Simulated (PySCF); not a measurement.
Computed with PBE-D3(BJ)/def2-TZVP // B3LYP-D3(BJ)/def2-TZVP (PySCF). Gas-phase values, no solvent. One relaxed conformer stands for a flexible species; it need not be the lowest. 

Reference species (SMILES): `O=C1CC1` (neutral, multiplicity 1).

- LUMO: -2.09 eV
- HOMO–LUMO gap: 3.42 eV

Changed species: `C#CCO`.

**Question.** Predict the effect on the LUMO and HOMO–LUMO gap.

**Answer.** the LUMO increases by 1.40 eV, to -0.69 eV; the HOMO–LUMO gap rises by 2.38 eV, to 5.80 eV.
